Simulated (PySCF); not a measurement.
A structure optimised at PBE0-D3(BJ)/def2-SVP, used in a PySCF frequency run:

```
V
O 1 1.5558
O 1 1.5558 2 109.15
Cl 1 2.1765 2 117.39 3 -136.75
```
Charge 0, spin multiplicity 1.

Task: Write its SMILES, formula and point group.

Result: [O]=[V](=[O])[Cl], ClO2V, Cs

Task: What are its rotational constants (standard atomic weights)?

Result: 9.0696, 3.0355, 2.3657 GHz
